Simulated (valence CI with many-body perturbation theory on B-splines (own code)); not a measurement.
# Co V: what the settings do

Calculated by relativistic CI+MBPT: five valence electrons over a frozen Dirac-Fock core [Ar], radial functions for each j: 6 s, 6 p, 5 d, 5 f, 1 g, with the one-electron correlation potential Σ1 (screened to all orders), the two-electron term Σ2, the three-electron term Σ3, Breit, model QED; selected single and double excitations, second order for the rest, scaled by the run's own slope (own B-spline code, finite nucleus).

Set against measurement, 12 paired levels are off by 294 cm⁻¹ on average, the worst by 761. These come from a selection out of Sugar and Corliss, J. Phys. Chem. Ref. Data 10, 1097 (1981). Levels without a partner in it may be off by more, other configurations by 1,000 to 8,000 cm⁻¹. Among the levels kept, up to 490 cm⁻¹ of a level comes from second order outside the variational space, and about a tenth of that is noise between levels of different J, which matters for small intervals. Only levels of the ground parity were solved; by the run's estimate the other parity begins above the list, which can be wrong where configurations are misplaced.

The reference run has the lowest level 3d5 6S_5/2 and an ionisation energy of 78.1074 eV. Its largest variational space holds 10248 state functions.

Changed runs:
A. Breit term on → off; QED terms on → off
B. correlating orbitals by l 3 3 3 3 1 → 4 4 0 0 0
C. screening of Σ1 on → off
D. closed core [Ar] → [Ar] 3d1 (bad on purpose)

Excitation energies of the reference run in cm⁻¹, and shifts in cm⁻¹:

```
                 Level  Reference        A        B        C
           3d5 4G_11/2      36457     +146    +2266      +37
            3d5 4G_5/2      36507      -35    +2292      +37
            3d5 4G_9/2      36522      +79    +2268      +38
            3d5 4G_7/2      36525      +18    +2283      +38
            3d5 4P_5/2      41242      -75    +3611      +34
            3d5 4P_3/2      41392      -66    +3612      +36
            3d5 4P_1/2      41539      -38    +3643      +38
            3d5 4D_7/2      44651      +30    +3162      +44
            3d5 4D_1/2      44858      -28    +3170      +46
            3d5 4D_5/2      44946      +50    +3227      +48
            3d5 4D_3/2      44955      +16    +3201      +48
           3d5 2I_11/2      52597      +91    +2964      +55
Ionisation energy (eV)    78.1074  -0.0269  +0.7899  +0.0836
```

Run D: It gave no result: the perturbation theory needs a core of closed shells. The program said: "the core must hold closed shells only".
